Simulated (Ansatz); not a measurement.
Species: H2BO, charge 0, doublet. H2BO (SMILES [BH]O, doublet).
B3LYP-D3(BJ)/def2-TZVP minimum from Ansatz (an electronic-structure program):
```
B
O 1 1.3311
H 2 0.9692 1 117.14
H 1 1.2013 2 125.48 3 0.00
```
Charge 0, spin multiplicity 2.

Hartree-Fock and CCSD(T) correlation energies in hartree (Ansatz). UHF or UKS for unpaired electrons; spin-orbit terms are left out. Cores are frozen in correlated methods. No relativity.

```json
[
 {"basis": "cc-pVTZ", "X": "3", "E(HF)": "-100.72714", "E(corr, CCSD(T))": "-0.34560"},
 {"basis": "cc-pVQZ", "X": "4", "E(HF)": "-100.73513", "E(corr, CCSD(T))": "-0.36839"},
 {"basis": "cc-pV5Z", "X": "5", "E(HF)": "-100.73702", "E(corr, CCSD(T))": "withheld"}
]
```

Q: Fit E(corr) = E∞ + A/X³ to X = 3 and 4, predict X = 5, and compare with the run.

A: A = (-0.34560 - (-0.36839))/(1/27 - 1/64) = 1.0644; E∞ = -0.36839 - A/64 = -0.38502; at X = 5, E∞ + A/125 = -0.37651. The run gave -0.37615, 0.36 mEh above the prediction. The same form on X = 4 and 5 gives E∞ = -0.38429, 0.73 mEh above the first estimate.
